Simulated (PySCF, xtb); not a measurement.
H6Si3, SMILES [SiH2]1[SiH2][SiH2]1.

GFN2-xTB run with xtb 6.7.1 at its own geometry gives an orbital gap of 3.14 eV and a dipole moment of 0.00 D.

Coordinates come from a PBE0-D3(BJ)/def2-SVP optimisation.

**Question.** What does CAM-B3LYP/def2-TZVPD run with PySCF give? (Estimate from the structure and the level; the computed values follow.)

**Answer.** gap 8.11 eV (levels -8.09 and 0.02 eV), dipole 0.00 D.
